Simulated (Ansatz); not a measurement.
`C=C[N]([GeH3])[SiH2]Cl` and `C=CN([SiH3])[SiH2]Cl` differ in one atom or group.

Ansatz, PBE0-D4/def2-TZVP geometries, multiplicity 1. Each molecule was computed in one conformer, which needn't be the lowest.

Scalar relativity is left out up to krypton.

```json
{"property": "HOMO energy (B3LYP/def2-TZVPP) / eV", "`C=C[N]([GeH3])[SiH2]Cl`": "-6.34"}
{"property": "HOMO–LUMO gap (PBE0/def2-TZVPP) / eV", "`C=C[N]([GeH3])[SiH2]Cl`": "6.74"}
{"property": "LUMO energy (B3LYP/def2-TZVPP) / eV", "`C=C[N]([GeH3])[SiH2]Cl`": "-0.01"}
{"property": "LUMO energy (PBE/def2-TZVPP) / eV", "`C=C[N]([GeH3])[SiH2]Cl`": "-0.72"}
{"property": "HOMO–LUMO gap (ωB97M-V/def2-TZVPP) / eV", "`C=C[N]([GeH3])[SiH2]Cl`": "10.71"}
{"property": "HOMO–LUMO gap (B3LYP/def2-TZVPP) / eV", "`C=C[N]([GeH3])[SiH2]Cl`": "6.33"}
```

Task: What does the change do to each property? (Estimate.)

Result: The calculation gave: 
```
                               property  `C=CN([SiH3])[SiH2]Cl`  shift
    HOMO energy (B3LYP/def2-TZVPP) / eV                   -6.42  -0.08
   HOMO–LUMO gap (PBE0/def2-TZVPP) / eV                    6.81   0.07
    LUMO energy (B3LYP/def2-TZVPP) / eV                   -0.01   0.00
      LUMO energy (PBE/def2-TZVPP) / eV                   -0.72   0.00
HOMO–LUMO gap (ωB97M-V/def2-TZVPP) / eV                   10.67  -0.04
  HOMO–LUMO gap (B3LYP/def2-TZVPP) / eV                    6.41   0.08
```

B3LYP here is the variant with VWN-RPA as its local correlation; programs differ in this.
